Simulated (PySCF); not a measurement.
Basis-set dependence of population analyses: `C=C[SiH2]S`

Species: C2H6SSi.
Structure used (PBE0-D3(BJ)/def2-SVP), in Å, numbered top down from 1:
```
atom  x, y, z in Å
C1     1.509    0.913    0.308
C2     0.613    0.297   -0.473
Si3   -0.773   -0.743    0.215
S4    -2.704   -0.010   -0.388
H5     1.474    0.827    1.400
H6     2.319    1.526   -0.103
H7     0.689    0.421   -1.562
H8    -0.752   -2.131   -0.332
H9    -0.631   -0.771    1.703
H10   -2.538    1.207    0.176
```

PBE0 throughout (PySCF), one geometry, spherical d and f functions. One conformer (not necessarily the lowest) at the PBE0-D3(BJ)/def2-SVP geometry, without solvent, vibrations or thermal averaging. The first 7 of 9 kinds of atom are listed.

Mulliken charges (e):

```csv
basis,functions,C1,C2,Si3,S4,H5,H6,H7
STO-3G,34,-0.168,-0.252,+0.517,-0.087,+0.075,+0.079,+0.075
6-31G,56,-0.307,-0.423,+0.566,-0.283,+0.171,+0.174,+0.193
pcSseg-0,56,-0.359,-0.759,+0.701,-0.452,+0.229,+0.236,+0.260
6-31G*,76,-0.357,-0.311,+0.417,-0.323,+0.182,+0.184,+0.194
cc-pVDZ,94,-0.029,-0.208,+0.309,-0.249,+0.053,+0.054,+0.042
def2-SVP,94,-0.062,-0.283,+0.449,-0.277,+0.062,+0.065,+0.070
aug-cc-pVDZ,154,+0.692,+0.380,+0.111,-0.484,-0.408,-0.332,-0.514
"6-311+G(2d,p)",160,-0.352,-0.171,+0.356,-0.220,+0.127,+0.126,+0.118
def2-TZVP,172,-0.244,-0.235,+0.280,-0.329,+0.135,+0.134,+0.128
cc-pVTZ,212,-0.231,-0.215,+0.291,-0.259,+0.123,+0.129,+0.118
IGLO-III,218,-0.213,-0.298,+0.848,-0.330,+0.097,+0.115,+0.091
```

IAO charges (e):

```json
{"basis": "STO-3G", "functions": "34", "C1": "-0.253", "C2": "-0.396", "Si3": "+0.638", "S4": "-0.169", "H5": "+0.124", "H6": "+0.132", "H7": "+0.131"}
{"basis": "6-31G", "functions": "56", "C1": "-0.269", "C2": "-0.406", "Si3": "+0.547", "S4": "-0.301", "H5": "+0.150", "H6": "+0.158", "H7": "+0.164"}
{"basis": "pcSseg-0", "functions": "56", "C1": "-0.252", "C2": "-0.417", "Si3": "+0.539", "S4": "-0.304", "H5": "+0.143", "H6": "+0.153", "H7": "+0.162"}
{"basis": "6-31G*", "functions": "76", "C1": "-0.256", "C2": "-0.431", "Si3": "+0.674", "S4": "-0.306", "H5": "+0.145", "H6": "+0.151", "H7": "+0.156"}
{"basis": "cc-pVDZ", "functions": "94", "C1": "-0.263", "C2": "-0.427", "Si3": "+0.673", "S4": "-0.313", "H5": "+0.144", "H6": "+0.151", "H7": "+0.156"}
{"basis": "def2-SVP", "functions": "94", "C1": "-0.253", "C2": "-0.427", "Si3": "+0.684", "S4": "-0.304", "H5": "+0.140", "H6": "+0.147", "H7": "+0.153"}
{"basis": "aug-cc-pVDZ", "functions": "154", "C1": "-0.274", "C2": "-0.430", "Si3": "+0.678", "S4": "-0.325", "H5": "+0.149", "H6": "+0.156", "H7": "+0.160"}
{"basis": "6-311+G(2d,p)", "functions": "160", "C1": "-0.273", "C2": "-0.440", "Si3": "+0.705", "S4": "-0.321", "H5": "+0.149", "H6": "+0.155", "H7": "+0.161"}
{"basis": "def2-TZVP", "functions": "172", "C1": "-0.272", "C2": "-0.443", "Si3": "+0.715", "S4": "-0.321", "H5": "+0.149", "H6": "+0.155", "H7": "+0.160"}
{"basis": "cc-pVTZ", "functions": "212", "C1": "-0.272", "C2": "-0.439", "Si3": "+0.703", "S4": "-0.324", "H5": "+0.149", "H6": "+0.155", "H7": "+0.161"}
{"basis": "IGLO-III", "functions": "218", "C1": "-0.275", "C2": "-0.441", "Si3": "+0.709", "S4": "-0.317", "H5": "+0.150", "H6": "+0.155", "H7": "+0.161"}
```

Hirshfeld charges (e):

| basis | functions | C1 | C2 | Si3 | S4 | H5 | H6 | H7 |
| --- | --- | --- | --- | --- | --- | --- | --- | --- |
| STO-3G | 34 | -0.062 | -0.115 | +0.367 | -0.112 | +0.021 | +0.025 | +0.020 |
| 6-31G | 56 | -0.068 | -0.139 | +0.286 | -0.163 | +0.050 | +0.054 | +0.053 |
| pcSseg-0 | 56 | -0.069 | -0.140 | +0.313 | -0.157 | +0.043 | +0.051 | +0.043 |
| 6-31G* | 76 | -0.065 | -0.137 | +0.281 | -0.159 | +0.050 | +0.053 | +0.054 |
| cc-pVDZ | 94 | -0.072 | -0.137 | +0.297 | -0.139 | +0.046 | +0.051 | +0.048 |
| def2-SVP | 94 | -0.073 | -0.140 | +0.301 | -0.132 | +0.046 | +0.051 | +0.047 |
| aug-cc-pVDZ | 154 | -0.082 | -0.150 | +0.305 | -0.134 | +0.050 | +0.054 | +0.051 |
| 6-311+G(2d,p) | 160 | -0.078 | -0.149 | +0.301 | -0.136 | +0.049 | +0.053 | +0.050 |
| def2-TZVP | 172 | -0.078 | -0.146 | +0.297 | -0.135 | +0.049 | +0.053 | +0.051 |
| cc-pVTZ | 212 | -0.077 | -0.143 | +0.298 | -0.136 | +0.049 | +0.053 | +0.050 |
| IGLO-III | 218 | -0.083 | -0.147 | +0.297 | -0.123 | +0.048 | +0.053 | +0.049 |

ESP-fitted charges (e):

| basis | functions | C1 | C2 | Si3 | S4 | H5 | H6 | H7 |
| --- | --- | --- | --- | --- | --- | --- | --- | --- |
| STO-3G | 34 | -0.248 | -0.157 | +0.400 | -0.278 | +0.106 | +0.103 | +0.084 |
| 6-31G | 56 | -0.281 | -0.317 | +0.401 | -0.462 | +0.164 | +0.162 | +0.183 |
| pcSseg-0 | 56 | -0.278 | -0.372 | +0.502 | -0.500 | +0.162 | +0.167 | +0.191 |
| 6-31G* | 76 | -0.280 | -0.250 | +0.252 | -0.361 | +0.165 | +0.153 | +0.161 |
| cc-pVDZ | 94 | -0.265 | -0.213 | +0.188 | -0.308 | +0.156 | +0.139 | +0.143 |
| def2-SVP | 94 | -0.252 | -0.239 | +0.246 | -0.322 | +0.151 | +0.137 | +0.146 |
| aug-cc-pVDZ | 154 | -0.286 | -0.229 | +0.185 | -0.294 | +0.167 | +0.148 | +0.152 |
| 6-311+G(2d,p) | 160 | -0.314 | -0.218 | +0.163 | -0.294 | +0.179 | +0.157 | +0.154 |
| def2-TZVP | 172 | -0.308 | -0.212 | +0.178 | -0.288 | +0.174 | +0.154 | +0.150 |
| cc-pVTZ | 212 | -0.291 | -0.220 | +0.197 | -0.291 | +0.168 | +0.149 | +0.149 |
| IGLO-III | 218 | -0.284 | -0.209 | +0.123 | -0.257 | +0.167 | +0.146 | +0.147 |

Question: Which scheme is steadiest as the basis changes?

Answer: Largest range over the bases for any column: Hirshfeld 0.09 e, IAO 0.18 e, ESP-fitted 0.38 e, Mulliken 1.14 e. Hirshfeld charges move least and Mulliken charges most, counted in e. Without the minimal STO-3G basis the ranges are Hirshfeld 0.04, IAO 0.18, ESP-fitted 0.38, Mulliken 1.14 e.

Question: How much do the charges still move between the two largest bases, cc-pVTZ and IGLO-III?

Answer: At most, over all atoms: Mulliken 0.557 e, IAO 0.008 e, Hirshfeld 0.013 e, ESP-fitted 0.074 e.

Question: What do the same runs give for the total energy, the frontier levels and the dipole moment?

Answer: 
```tsv
basis	energy (Eh)	HOMO (eV)	LUMO (eV)	μ (D)
STO-3G	-758.4389	-3.60	3.12	1.05
6-31G	-767.0211	-7.28	-0.60	2.76
pcSseg-0	-766.1456	-7.45	-0.82	2.77
6-31G*	-767.1002	-7.25	-0.55	2.29
cc-pVDZ	-767.1479	-7.23	-0.61	1.91
def2-SVP	-766.8718	-7.23	-0.66	1.92
aug-cc-pVDZ	-767.1568	-7.36	-0.87	1.82
6-311+G(2d,p)	-767.1901	-7.36	-0.90	1.84
def2-TZVP	-767.1983	-7.36	-0.82	1.80
cc-pVTZ	-767.2039	-7.36	-0.78	1.82
IGLO-III	-767.1969	-7.28	-0.82	1.64
```

The dipole is fixed by the density alone, so its range of 1.72 D shows that the density itself changes with the basis, not only its division among atoms.
